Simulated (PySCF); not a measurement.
Molecule: `C/C=N/[SiH2]O`, C$_{2}$H$_{7}$NOSi.

Cartesian coordinates in Å; atom numbers follow the order of the lines, from 1:
```xyz
12

C     2.3895   -0.0584   -0.0169
C     0.9685   -0.1746    0.4253
N    -0.0147   -0.1629   -0.3725
Si   -1.6893   -0.2652    0.1129
O    -2.4963    1.0979   -0.3853
H     2.8692    0.8068    0.4702
H     2.9588   -0.9490    0.2976
H     2.4442    0.0498   -1.1079
H     0.8372   -0.2750    1.5289
H    -2.2430   -1.4972   -0.5233
H    -1.8630   -0.3134    1.5966
H    -2.3999    1.3243   -1.3153
```

Geometry PBE0-D3(BJ)/def2-SVP throughout; GIAO in PySCF, gas phase, one conformer, non-relativistic; equivalent atoms averaged; functional PBE0.

Q: How do the shifts δ (against TMS, NH3, H2O at the same level) depend on the basis set? (ppm; last column core-seconds on 1 thread of an Arm Neoverse V2, shared host)

A: 
```tsv
basis set	functions	C2	C1	N3	Si4	O5	H9	H10/H11	H6/H7/H8	H12	core-s
STO-3G	36	126.4	26.5	295.4	-21.8	-69.2	7.19	3.19	1.88	-2.76	2.6
6-31G	63	168.7	30.3	353.8	14.8	4.7	9.21	5.52	2.28	0.65	5.1
pcSseg-1	127	181.6	31.7	390.3	-18.1	34.8	8.50	4.98	2.14	1.42	8.3
pcSseg-2	285	187.1	32.2	389.5	-20.6	38.8	8.96	5.14	2.13	1.36	34
```

Q: Which nucleus moves most, in ppm?

A: O5 (oxygen bonded to Si, H): from -69.2 ppm with STO-3G to 38.8 ppm with pcSseg-2. The smallest spread is 0.40 ppm, at H6/H7/H8. Proton shifts span only some 12 ppm, so a few tenths of a ppm matter as much there as several ppm in carbon.

Q: Taking the largest basis, pcSseg-2 (285 functions), as the yardstick, rank the others by their worst heavy-atom deviation.

A: pcSseg-1 5.6 ppm (127 functions), 6-31G 35.6 ppm (63 functions), STO-3G 108.0 ppm (36 functions).

A small basis that lands close on one nucleus may do so by chance; judge by the trend and by all nuclei.
